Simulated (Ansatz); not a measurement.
Isolated molecules relaxed with PBE0-D4/def2-TZVP in Ansatz; ΔE leaves out vibrations. CCSD(T)/CBS is the MP2 limit (def2-TZVPP, def2-QZVPP) plus CCSD(T) − MP2 in def2-TZVPP, frozen cores. This one scheme is used for every species. Functionals use def2-TZVPP. B3LYP here is the variant with VWN-RPA as its local correlation; programs differ in this. HSE06 is defined as in plane-wave codes. Triplets are unrestricted, without spin–orbit coupling. One conformer a species, not always the lowest.

`CCOBCl` → `COBCl` + `[CH2]` (triplet)  (formal loss of a carbene)

```csv
level,ΔE (kJ/mol),difference from CCSD(T)/CBS
LDA (SPW92),523.3,73.8
PBE-D4,454.4,4.9
revPBE-D4,440.7,-8.8
BLYP-D4,440.0,-9.5
r2SCAN-D4,426.9,-22.6
B97M-V,450.2,0.7
PBE0-D4,446.4,-3.1
r2SCANh-D4,425.3,-24.2
r2SCAN0-D4,423.2,-26.3
HSE06-D4,446.6,-2.9
BHLYP-D4,430.1,-19.4
ωB97M-V,451.7,2.2
B2PLYP,439.3,-10.2
PBE-QIDH,445.6,-3.9
PBE,448.7,-0.8
BLYP,427.6,-21.9
r2SCAN,425.3,-24.2
PBE0,441.4,-8.1
B3LYP,431.8,-17.7
r2SCANh,423.6,-25.9
r2SCAN0,421.3,-28.2
HSE06,442.1,-7.4
BHLYP,423.8,-25.7
CAM-B3LYP,441.6,-7.9
LC-ωPBE,437.7,-11.8
RPA@PBE/def2-TZVPP,431.2,-18.3
HF/def2-SVP,310.4,-139.1
MP2/def2-SVP,442.7,-6.8
CCSD/def2-SVP,425.5,-24.0
CCSD(T)/def2-SVP,433.8,-15.7
HF/def2-TZVPP,303.0,-146.5
MP2/def2-TZVPP,450.7,1.2
SCS-MP2/def2-TZVPP,451.0,1.5
CCSD(T)/def2-TZVPP,438.3,-11.2
HF/def2-QZVPP,303.1,-146.4
MP2/def2-QZVPP,457.2,7.7
SCS-MP2/def2-QZVPP,458.8,9.3
HF/CBS(def2),303.1,-146.4
MP2/CBS(def2),461.9,12.4
CCSD/CBS(def2),438.5,-11.0
CCSD(T)/CBS,449.5,0
```

**Question.** What do rigid-rotor, harmonic-oscillator terms from PBE0-D4/def2-TZVP frequencies (298.15 K, 1 bar) make of the CCSD(T)/CBS value? (Best estimate.)

**Answer.** The calculation gave: ΔZPE = -29.4 kJ/mol, ΔH = +427.0 kJ/mol, ΔS = 163 J/(mol·K), ΔG = +378.4 kJ/mol. Open shells count their whole term as degenerate.

Largest T1 diagnostic among the species: 0.012.

At CCSD(T), def2-SVP lies −15.7 kJ/mol from the extrapolated value and def2-TZVPP −11.2 kJ/mol. From r2SCAN to r2SCAN0 (25 % exact exchange), in def2-TZVPP and without D4, ΔE moves by −4.0 kJ/mol.
